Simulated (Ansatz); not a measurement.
A run for Ansatz (a first-principles code): R-CCSD(T)/cc-pVDZ on C2H6 (SMILES CC).

Ansatz 0.2 input:
```yaml
crystal:
  periodic: [false, false, false]
  atoms:
    - {symbol: C, position_ang: [0.00000000, -0.00000140, 0.76305556]}
    - {symbol: C, position_ang: [-0.00000000, 0.00000140, -0.76305556]}
    - {symbol: H, position_ang: [0.00000000, 1.01710952, 1.16016891]}
    - {symbol: H, position_ang: [-0.88084116, -0.50855542, 1.16017148]}
    - {symbol: H, position_ang: [0.88084116, -0.50855542, 1.16017148]}
    - {symbol: H, position_ang: [0.00000000, -1.01710952, -1.16016891]}
    - {symbol: H, position_ang: [-0.88084116, 0.50855542, -1.16017148]}
    - {symbol: H, position_ang: [0.88084116, 0.50855542, -1.16017148]}
basis:
  gaussian:
    orbitals: cc-pVDZ
magnetization: {spin_polarized: false}
correlation: {method: ccsd_t, electrons: outside_noble_gas}
scf: {lower_state_search: off}
```

The log:

```
WARN ansatz: RAYON_NUM_THREADS=4 ignored (pool sized by the plan → 4); use --threads N
Functional definition: HF
these checks for a lower state are left out or cut short: stability, starts, cluster_reference, orbital_swaps, neighbouring_geometries, increment
integrals: 0.02 GiB planned
518 factors; integrals over basis functions are off by at most 1.1e-3 eV
mean field: 0.08 GiB planned
mean field evaluation 1: about -2154.6393 eV, gradient 2.3e1 eV
mean field evaluation 2: about -2154.6397 eV, gradient 2.3e1 eV
mean field evaluation 4: about -2156.0766 eV, gradient 2.1e0 eV
mean field evaluation 8: about -2156.0925 eV, gradient 4.2e-6 eV
mean field -2156.09248581 eV, -79.2349374015 hartree, gradient 1.4e-6 eV, S^2 0.000000; 0 other end points of the search recorded, 0 dependent functions left out
2 core orbitals not correlated
reference -2156.09248581 eV, -79.2349374015 hartree; 7, 7 occupied and 49, 49 virtual orbitals, 518 factors
second order -8.21995081 eV of doubles, -0.00000000 eV of singles
coupled cluster: 0.12 GiB planned
cycle   1  -8.95216242 eV  change   -7.3e-1 eV  update   5.4e-2
cycle   2  -9.20622472 eV  change   -2.5e-1 eV  update   1.6e-2
cycle   3  -9.22530123 eV  change   -1.9e-2 eV  update   3.9e-3
cycle   4  -9.22672577 eV  change   -1.4e-3 eV  update   1.1e-3
cycle   5  -9.22683681 eV  change   -1.1e-4 eV  update   2.3e-4
cycle   6  -9.22688034 eV  change   -4.4e-5 eV  update   6.0e-5
cycle   7  -9.22689441 eV  change   -1.4e-5 eV  update   1.3e-5
perturbative correction -0.22514531 eV, -0.0082739375 hartree
Total energy: -2165.54452553 eV, -79.5822934545 hartree
Checks for a lower state left out: stability, starts, cluster_reference, orbital_swaps, neighbouring_geometries, increment
```

The calculation finished and met its thresholds.

Cost: around 0.7 core-seconds (rough).
